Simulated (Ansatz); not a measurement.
Gas-phase electronic energies from Ansatz, PBE0-D4/def2-TZVP geometries. CCSD(T)/CBS adds triple-zeta CCSD(T) − MP2 to the extrapolated MP2 energy (def2 sets, frozen cores). Functionals use def2-TZVPP. B3LYP here is the variant with VWN-RPA as its local correlation; programs differ in this. For Ge outer-core shells are correlated without core-valence functions, which leaves a few kJ/mol of doubt a bond. Scalar relativity is left out up to krypton. One conformer a species, not always the lowest.

Consider the cleavage of the Si–B bond: `CB(O)[SiH2][SiH3]` + `[SH][GeH3]` → `[SiH3][SiH2][S][GeH3]` + `CBO`.

```
             level  ΔE (kJ/mol)  difference from CCSD(T)/CBS
            PBE-D4        -69.9                         12.3
         r2SCAN-D4        -75.8                          6.4
           PBE0-D4        -75.0                          7.2
          B3LYP-D4        -79.1                          3.1
           ωB97X-V        -76.9                          5.3
           ωB97M-V        -80.4                          1.8
            B2PLYP        -79.2                          3.0
               PBE        -66.7                         15.5
            r2SCAN        -75.3                          6.9
              PBE0        -72.2                         10.0
             B3LYP        -73.5                          8.7
     HF/def2-TZVPP        -86.4                         -4.2
    MP2/def2-TZVPP        -87.8                         -5.6
SCS-MP2/def2-TZVPP        -85.5                         -3.3
   CCSD/def2-TZVPP        -77.2                          5.0
CCSD(T)/def2-TZVPP        -77.0                          5.2
     HF/def2-QZVPP        -86.7                         -4.5
    MP2/def2-QZVPP        -90.9                         -8.7
SCS-MP2/def2-QZVPP        -88.4                         -6.2
      HF/CBS(def2)        -86.7                         -4.5
     MP2/CBS(def2)        -93.1                        -10.9
    CCSD/CBS(def2)        -82.5                         -0.3
       CCSD(T)/CBS        -82.2                            0
```

Largest T1 diagnostic among the species: 0.014.

The D4 term adds −5.6 kJ/mol with B3LYP and −2.8 kJ/mol with PBE0; it sums over pairs of atoms, weighted by their polarisabilities, and B3LYP, whose exchange is more repulsive, gets the larger term. From PBE to PBE0 (25 % exact exchange), in def2-TZVPP and without D4, ΔE moves by −5.5 kJ/mol.
